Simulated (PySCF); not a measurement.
Ti(F)3(OH)(OH2) (F₃H₃O₂Ti), SMILES [OH][Ti](<-[OH2])([F])([F])[F], multiplicity 1. Atoms are numbered in the order given.

```xyz
9

Ti     0.1582     0.0849    -0.1666
F      1.0228    -1.4184     0.0765
F     -1.4062    -0.0845    -0.9864
F      0.2499     1.3100     1.1093
O      1.1540     0.8198    -1.4287
H      1.7539     0.4994    -2.1131
O     -1.2347    -0.7875     1.5173
H     -2.1093    -0.8121     1.1000
H     -1.2789    -0.0768     2.1751
```
Charge 0, spin multiplicity 1.

The structure is a stationary point at B3LYP-D3(BJ)/def2-SVP. The spin state was assumed, not searched. One conformer was computed; it need not be the lowest.

Method: PBE/pcSseg-1 in PySCF.

GIAO shieldings, no solvent; atoms listed in one row are averaged. δ = σ(ref) − σ: ¹⁹F against CFCl3 (σ = 133.6 ppm); ¹⁷O against H2O (σ = 334.3 ppm); ¹H against TMS (σ = 31.49 ppm), references at their B3LYP-D3(BJ)/def2-TZVP geometries, non-relativistic.

| nucleus | atoms | count | δ (ppm) |
|---|---|---|---|
| ¹⁹F | F2 | 1 | 323.3 |
| ¹⁹F | F4 | 1 | 286.1 |
| ¹⁹F | F3 | 1 | 261.2 |
| ¹⁷O | O5 | 1 | 383.1 |
| ¹⁷O | O7 | 1 | 48.2 |
| ¹H | H6 | 1 | 8.02 |
| ¹H | H9 | 1 | 2.42 |
| ¹H | H8 | 1 | 2.32 |
